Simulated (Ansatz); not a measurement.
Species, as SMILES: [B]=O (B-O), doublet.
Atoms: B1, O2. Bonds: B1-O2.

Basis-set convergence of the highest harmonic wavenumber at CCSD(T) with Ansatz (an electronic-structure program). Each level at its own minimum, finite differences of forces, unscaled; the reference is a large set that could be run, not a limit. Cartesian d functions, on some or all atoms, in 6-31G*; all else is spherical. Cores are frozen. Open shells are unrestricted. No added dispersion term, no relativity. Reference: the value in def2-QZVPP, 1897 cm⁻¹, itself unsure by roughly 14 cm⁻¹ (its mean distance from cc-pVQZ, aug-cc-pVTZ, def2-TZVPPD). Deviations are taken from unrounded values.

```json
[
 {"basis": "cc-pVDZ", "functions": "28", "highest harmonic wavenumber (cm⁻¹)": "1862", "minus reference (cm⁻¹)": "-36"},
 {"basis": "def2-SVP", "functions": "28", "highest harmonic wavenumber (cm⁻¹)": "1928", "minus reference (cm⁻¹)": "30"},
 {"basis": "6-31G*", "functions": "30", "highest harmonic wavenumber (cm⁻¹)": "1897", "minus reference (cm⁻¹)": "0"},
 {"basis": "6-311G**", "functions": "36", "highest harmonic wavenumber (cm⁻¹)": "1896", "minus reference (cm⁻¹)": "-1"},
 {"basis": "6-311+G**", "functions": "44", "highest harmonic wavenumber (cm⁻¹)": "1883", "minus reference (cm⁻¹)": "-14"},
 {"basis": "aug-cc-pVDZ", "functions": "46", "highest harmonic wavenumber (cm⁻¹)": "1824", "minus reference (cm⁻¹)": "-73"},
 {"basis": "cc-pVTZ", "functions": "60", "highest harmonic wavenumber (cm⁻¹)": "1887", "minus reference (cm⁻¹)": "-10"},
 {"basis": "pcseg-2", "functions": "60", "highest harmonic wavenumber (cm⁻¹)": "1890", "minus reference (cm⁻¹)": "-7"},
 {"basis": "def2-TZVPP", "functions": "62", "highest harmonic wavenumber (cm⁻¹)": "1883", "minus reference (cm⁻¹)": "-14"},
 {"basis": "def2-TZVPPD", "functions": "77", "highest harmonic wavenumber (cm⁻¹)": "1878", "minus reference (cm⁻¹)": "-20"},
 {"basis": "6-311++G(3df,3pd)", "functions": "78", "highest harmonic wavenumber (cm⁻¹)": "1898", "minus reference (cm⁻¹)": "0"},
 {"basis": "cc-pCVTZ", "functions": "86", "highest harmonic wavenumber (cm⁻¹)": "1891", "minus reference (cm⁻¹)": "-7"},
 {"basis": "aug-cc-pVTZ", "functions": "92", "highest harmonic wavenumber (cm⁻¹)": "1877", "minus reference (cm⁻¹)": "-21"},
 {"basis": "cc-pVQZ", "functions": "110", "highest harmonic wavenumber (cm⁻¹)": "1899", "minus reference (cm⁻¹)": "1"},
 {"basis": "def2-QZVPP", "functions": "114", "highest harmonic wavenumber (cm⁻¹)": "1897", "minus reference (cm⁻¹)": "0"}
]
```
